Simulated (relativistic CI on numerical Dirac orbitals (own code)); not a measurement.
## Cr+: L-alpha,beta X-ray emission

Computed with this model: Dirac-Coulomb-Breit CI, KLI orbitals optimised for each configuration, QED by a radiative potential, valence Slater integrals scaled by 0.8, multiplet model of X-ray emission after core ionisation; configurations [Ar] 3d5 → [He] 2s2 2p5 3s2 3p6 3d5 → [Ar] 3d4; 300 K; Lorentzian 0.6 eV and Gaussian 0.5 eV FWHM. Energies are those of the free ion, without screening or charge transfer. S is read from ⟨S²⟩ = S(S + 1).

Field parameters in Wybourne normalisation: Oh B⁴₀ = 21Dq, B⁴₄ = √(5/14) B⁴₀. The field is a parameter set, without covalency.

Peaks in eV (height, largest 100): 572.5 (48), 574.3 (31), 576.9 (100), 578.2 (89), 581.5 (61), 582.4 (92), 584.3 (48).

Question: Which surroundings give this spectrum?
A. Oh, 10Dq = 23300 cm⁻¹
B. Oh, 10Dq = 6550 cm⁻¹
C. Oh, 10Dq = 14900 cm⁻¹
D. free ion

Answer: C. Oh, 10Dq = 14900 cm⁻¹, where the ground state has S = 2.50.
